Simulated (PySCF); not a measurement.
Geometry (Å), atoms numbered from 1 in this order:
```xyz
19

C    -2.7504    0.4488    0.0419
C    -1.6150   -0.2375   -0.7088
Si   -0.1096   -0.5988    0.4007
C     1.3871   -1.2842   -0.5670
C     2.4446   -0.2366   -0.3914
C     2.1782    0.8327    0.3370
C     0.8246    0.9684    0.9681
H    -2.4174    1.3946    0.4629
H    -3.1012   -0.1789    0.8573
H    -3.5911    0.6488   -0.6207
H    -1.9870   -1.1705   -1.1344
H    -1.3159    0.3894   -1.5510
H    -0.4915   -1.4558    1.5358
H     1.1935   -1.4434   -1.6292
H     1.7464   -2.2368   -0.1760
H     3.4030   -0.3876   -0.8685
H     2.9023    1.6192    0.4979
H     0.3584    1.9029    0.6506
H     0.9310    1.0345    2.0519
```

Geometry: GFN2-xTB; GIAO shifts from PySCF 2.14, gas phase, non-relativistic, averaged over equivalent atoms.

At PW91/STO-3G (51 basis functions, 9.5 s wall time on 1 thread of an Arm Neoverse V1, shared host):
```tsv
atoms	δ (ppm)
C5/C6	109.1
C4/C7	19.7
C1	18.0
C2	10.1
Si3	-7.1
H16/H17	5.38
H13	2.42
H15/H19	1.23
H14/H18	1.14
H8/H9/H10	0.67
H11/H12	0.45
```

References, each an isolated molecule treated in the same way: 13C (σ = 231.17 ppm), 29Si (σ = 486.20 ppm), 1H (σ = 32.96 ppm) against TMS.

Question: What do these become at PBE0/pcSseg-1?

Answer: 
| atoms | δ at PBE0/pcSseg-1 | change |
| --- | --- | --- |
| C5/C6 | 138.3 | +29.2 |
| C4/C7 | 18.9 | -0.8 |
| C1 | 10.9 | -7.1 |
| C2 | 9.6 | -0.5 |
| Si3 | -2.0 | +5.1 |
| H16/H17 | 6.09 | +0.71 |
| H13 | 4.53 | +2.11 |
| H15/H19 | 1.72 | +0.49 |
| H14/H18 | 1.51 | +0.37 |
| H8/H9/H10 | 1.15 | +0.48 |
| H11/H12 | 0.78 | +0.33 |

References, each an isolated molecule treated in the same way: 13C (σref 186.93), 29Si (σref 349.16), 1H (σref 31.72) against TMS.

The largest change is at C5/C6 (alkene CH). Cost: 186 basis functions, 26 s wall time on 1 thread of an Arm Neoverse V1, shared host. The order of the carbon signals is the same at both levels.
